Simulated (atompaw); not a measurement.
Before and after: PAW (atompaw) potential for cobalt

cobalt (Co), PAW, made with atompaw 4.2.0.5 (LDA (PW92), scalar-relativistic). Core [Ar], reference 3d8 4s1 4p0. Waves: 4s (bound): rc 2.30 bohr; 4s channel at 4.05 Ry: rc 2.30 bohr; 4p (bound, empty): rc 3.00 bohr; 4p channel at 2.15 Ry: rc 3.00 bohr; 3d (bound): rc 1.50 bohr; 3d channel at 0.35 Ry: rc 1.50 bohr. Local part: bessel scheme, radius 2.15 bohr. Core correction: smooth core density matched at 2.15 bohr. Augmentation charge: sinc compensation charge, radius 2.35 bohr; PAW radius 3.00 bohr; waves and projectors: custom polynom gramschmidtortho.

All-electron outer shells of the reference configuration (LDA (PW92), scalar-relativistic, ld1.x):

```tsv
shell	level (eV)	outermost node (bohr)	outermost maximum (bohr)
3s	-97.10	0.31	0.67
3p	-60.87	0.28	0.68
4s	-4.60	0.97	2.41
3d	-4.50	–	0.67
4p	-0.90	1.07	3.59
```

Change: core [Ne], valence charge 17; reference 3s2 3p6 3d7 4s1.75 4p0.25; waves now 3s (bound): rc 1.20 bohr; 4s (bound): rc 1.65 bohr; 3p (bound): rc 0.85 bohr; 4p (bound): rc 1.65 bohr; 3d (bound): rc 1.35 bohr; 3d channel at 1.15 Ry: rc 1.35 bohr; local potential bessel scheme, radius 1.65 bohr; core correction smooth core density matched at 0.85 bohr; augmentation sinc compensation charge, radius 1.35 bohr; PAW radius 1.65 bohr; waves and projectors: custom polynom gramschmidtortho.

Cutoffs: the cutoffs (Ry, on a coarse ladder) from which the occupation-weighted sum of valence levels, in a spherical-Bessel basis at the reference potential, stays within 10 and 1 mRy of its value at 400 Ry; they do not see the model core or the augmentation charge, which bear on the density cutoff.

Q: What does the change do?

A: The potential gets harder (70 Ry and 100 Ry → 90 Ry and 160 Ry); neither file shows a bound ghost. The added semicore shells are compact, so their waves need more plane waves. Several settings change at once here, so the effects cannot be laid on one of them.

```json
{"quantity": "cutoff, loose", "base": "70 Ry", "changed": "90 Ry"}
{"quantity": "cutoff, tight", "base": "100 Ry", "changed": "160 Ry"}
{"quantity": "bound ghosts", "base": "none", "changed": "none"}
{"quantity": "lowest overlap eigenvalue by channel", "base": "s 0.19, p 0.54, d 0.99", "changed": "s 0.59, p 0.46, d 0.99"}
```

 The cutoffs see the waves, projectors and local potential, not the compensation charge or the core.
